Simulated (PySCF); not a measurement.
Vertical excitations of a molecule C₂H₇NOSi₂ from PySCF with TDDFT-PBE/def2-SVPD, as energy in eV (oscillator strength): 3.80 (0.000), 4.93 (0.010), 5.14 (0.037), 5.42 (0.011), 5.82 (0.039), 5.99 (0.001), 6.27 (0.110), 6.32 (0.001), 6.41 (0.017), 6.51 (0.124). Lowest triplet (TDA): 3.16 eV. Coordinates come from a r2SCAN-D4/def2-SVP optimisation. One conformer was computed; it need not be the lowest.

### Question
Which molecule gave these data?
A. C=CN1[SiH2]O[SiH2]1
B. CC1=N[SiH2]O[SiH2]1
C. N[SiH2][Si@@H]1C=CO1
D. C[SiH2][Si@H]1N=CO1

### Answer
B, CC1=N[SiH2]O[SiH2]1
